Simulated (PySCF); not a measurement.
C₆H₈N₂S.
Cartesian coordinates in Å at the PBE0-D3(BJ)/def2-SVP level; atoms count from 1:
```
atom  x, y, z in Å
C1    -1.3664    0.9772   -0.8545
C2    -1.1598   -0.4778   -0.5380
C3    -1.3494   -1.0118    0.8425
C4     0.0392   -0.9629    0.2674
C5     1.0387   -0.0191    0.7984
C6     2.4443   -0.0737    0.5041
N7     3.1525    0.8761    1.0635
S8     2.1135    1.8111    1.9278
N9     0.7300    0.9894    1.5902
H10   -1.0574    1.6155   -0.0147
H11   -2.4294    1.1775   -1.0605
H12   -0.7888    1.2781   -1.7427
H13   -1.4338   -1.1608   -1.3499
H14   -1.5552   -0.2860    1.6343
H15   -1.8097   -1.9933    0.9800
H16    0.4756   -1.9074   -0.0699
H17    2.9280   -0.8250   -0.1253
```

Linear response at PBE0/def2-SVPD (PySCF, frozen core in the response, non-relativistic). The structure is a single PBE0-D3(BJ)/def2-SVP conformer in the gas phase; no vibrational or solvent corrections.

Static isotropic polarisability: 98.62 au (14.61 Å³), principal values 77.7, 94.0, 124.2 au.

**Question.** What is the polarisability at 1064 nm and at the sodium D line?

**Answer.** 99.66 au at 1064 nm (+1.1 %), 102.25 au at 589.3 nm (+3.7 %). The rise at 589.3 nm is 3.47 times that at 1064 nm; a pure ω² law gives 3.26. The lowest singlet lies at 249 nm, shorter than both wavelengths.

**Question.** What is the isotropic C6 coefficient between two such molecules, C6 = (3/π)∫α(iω)² dω?

**Answer.** 3911 au (Eh·bohr⁶) by a ten-point quadrature over imaginary frequencies, which is 2340 eV·Å⁶ or 225 J·nm⁶/mol.

**Question.** Which effective excitation energy ω̄ makes London's formula C6 = (3/4)α²ω̄ exact here?

**Answer.** ω̄ = 4·C6/(3α²) = 0.536 Eh = 14.6 eV. A one-pole form α(ω) = α/(1 − ω²/ω̄²) fitted to the 1064 nm value gives 11.4 eV.

**Question.** What n − 1 at the D line would an ideal gas of it have at 273.15 K and 1 atm (2.6868 × 10¹⁹ cm⁻³), by n − 1 = 2π·N·α′?

**Answer.** 25.58 × 10⁻⁴, a formal value whether or not that pressure can be reached.

**Question.** What three-body coefficient follows from the one-pole estimate C9 = (3/4)·α·C6?

**Answer.** 289000 au. This is an estimate from the two numbers above, not a computed integral.

**Question.** What does −C6/R⁶ come to at R = 10 Å between centres?

**Answer.** -230 J/mol. This is the leading, orientation-averaged term; C8 and higher terms are left out.
